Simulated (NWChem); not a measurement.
Species: HTeSI; SMILES S[Te]I

```xyz
4

Te     0.5974    -0.9743    -0.0037
I     -0.0802     1.6688     0.0148
S     -1.5294    -2.0639     0.0617
H     -1.7556    -2.0873    -1.2735
```
Atoms are numbered in this order, from 1.

Computed with NWChem. Structure relaxed at the PBE0/def2-SVP level. def2 effective core potentials on Te, I; no spin-orbit coupling. Static field.

Question: Order these by “anisotropy (bohr³)”, lowest first: BHandHLYP/def2-SVPD; PBE/def2-SVPD; B3LYP/def2-SVPD.

Answer: BHandHLYP/def2-SVPD (57.7), B3LYP/def2-SVPD (59.4), PBE/def2-SVPD (60.9)
